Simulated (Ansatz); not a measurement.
In(PH3)H3 (InPH6), 8 atoms. Hardware: 4 threads of Arm Neoverse V1 on a shared host.

In the def2 sets In takes a core potential; there is no spin–orbit coupling. Correlated methods freeze 9 core orbitals; core or outer-core shells of In are correlated, in sets that lack core-valence functions.

How many basis functions does each of these Ansatz runs have, and roughly what does it cost? LC-ωPBE/def2-TZVP, charge 0 singlet, energy, from earlier orbitals; r2SCAN-D4/def2-TZVP, charge 0 singlet, energy and forces, from earlier orbitals; B3LYP-D4/def2-TZVP, charge 1 doublet, relaxation, 6 steps; CCSD(T)/def2-TZVPP, charge 0 singlet, energy, from earlier orbitals; CAM-B3LYP-D4/def2-TZVP, charge 0 singlet, energy, from earlier orbitals; HSE06-D4/def2-TZVP, charge 0 singlet, energy, from earlier orbitals; r2SCAN-D4/def2-TZVP, charge 0 triplet at the geometry of the charge 0 singlet, energy, from earlier orbitals; PBE0-D4/def2-TZVP, charge 1 doublet at the geometry of the charge 0 singlet, energy; PBE0-D4/def2-SVP, charge 0 singlet, energy, from earlier orbitals; BHLYP-D4/def2-TZVP, charge 0 singlet, energy, from earlier orbitals; PBE0-D4/def2-TZVP, charge 0 singlet, energy, from earlier orbitals; PBE0-D4/def2-TZVP, charge 0 triplet at the geometry of the charge 0 singlet, energy.

Other jobs shared the machine, so times can vary by a factor of up to 3. A dash marks memory too small to be measured apart from the calling script's.

| run | functions | fitting or Cholesky vectors | wall time | peak host memory (GiB) |
| --- | --- | --- | --- | --- |
| PBE0-D4/def2-SVP, charge 0 singlet, energy, from earlier orbitals | 74 | 808 | 0.7 s | – |
| LC-ωPBE/def2-TZVP, charge 0 singlet, energy, from earlier orbitals | 123 | 922 | 0.95 s | – |
| BHLYP-D4/def2-TZVP, charge 0 singlet, energy, from earlier orbitals | 123 | 1106 | 1 s | – |
| HSE06-D4/def2-TZVP, charge 0 singlet, energy, from earlier orbitals | 123 | 1027 | 1.1 s | – |
| CAM-B3LYP-D4/def2-TZVP, charge 0 singlet, energy, from earlier orbitals | 123 | 1011 | 1.1 s | – |
| PBE0-D4/def2-TZVP, charge 0 singlet, energy, from earlier orbitals | 123 | 1027 | 1.1 s | – |
| r2SCAN-D4/def2-TZVP, charge 0 singlet, energy and forces, from earlier orbitals | 123 | 922 | 1.9 s | – |
| PBE0-D4/def2-TZVP, charge 0 triplet at the geometry of the charge 0 singlet, energy | 123 | 1027 | 4.7 s | – |
| r2SCAN-D4/def2-TZVP, charge 0 triplet at the geometry of the charge 0 singlet, energy, from earlier orbitals | 123 | 922 | 8.5 s | – |
| B3LYP-D4/def2-TZVP, charge 1 doublet, relaxation, 6 steps | 123 | 1011 | 10 s | – |
| PBE0-D4/def2-TZVP, charge 1 doublet at the geometry of the charge 0 singlet, energy | 123 | 1027 | 13 s | – |
| CCSD(T)/def2-TZVPP, charge 0 singlet, energy, from earlier orbitals | 176 | 1175 | 22 s | 1.7 |
